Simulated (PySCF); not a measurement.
Species: Al(OMe)3, C3H9AlO3.
SMILES: `C[O][Al]([O]C)[O]C`

The closed-shell ground state was solved at several levels (PySCF, density fitting, gas phase, non-relativistic). Geometry: PBE0-D3(BJ)/def2-SVP, one conformer, isolated molecule.

| level | basis functions | HOMO (eV) | LUMO (eV) | gap (eV) | dipole (D) |
| --- | --- | --- | --- | --- | --- |
| wB97X-D/def2-SVPD | 225 | -9.87 | 1.10 | 10.97 | 0.06 |
| PBE0/pcSseg-1 (pcSseg-2 on Al) | 190 | -7.77 | 0.07 | 7.84 | 0.07 |
| PBE/pcSseg-1 (pcSseg-2 on Al) | 190 | -6.20 | -0.87 | 5.33 | 0.06 |

(1) What might B3LYP/pcSseg-1 (pcSseg-2 on Al) (190 basis functions) give for the same quantities?

(2) Over all these levels, which gives the widest orbital gap and which the narrowest?

(3) In the pcSseg-1 (pcSseg-2 on Al) basis, how does the gap go with the fixed share of exact exchange?

(4) How far do the dipole and the HOMO energy spread over the levels?

## Answers

(1) HOMO -7.51 eV, LUMO -0.22 eV, gap 7.29 eV, dipole 0.06 D.

(2) wB97X-D/def2-SVPD (range-separated hybrid) has the widest, 10.97 eV, and PBE/pcSseg-1 (pcSseg-2 on Al) (GGA) the narrowest, 5.33 eV. Functional and basis both differ between the two, so the spread mixes both effects.

(3) PBE (0 %) 5.33 eV; B3LYP (20 %) 7.29 eV; PBE0 (25 %) 7.84 eV. Each rise in the share widens the gap here.

(4) The dipole runs from 0.06 to 0.07 D (mean 0.06 D) and the HOMO from -9.87 to -6.20 eV.
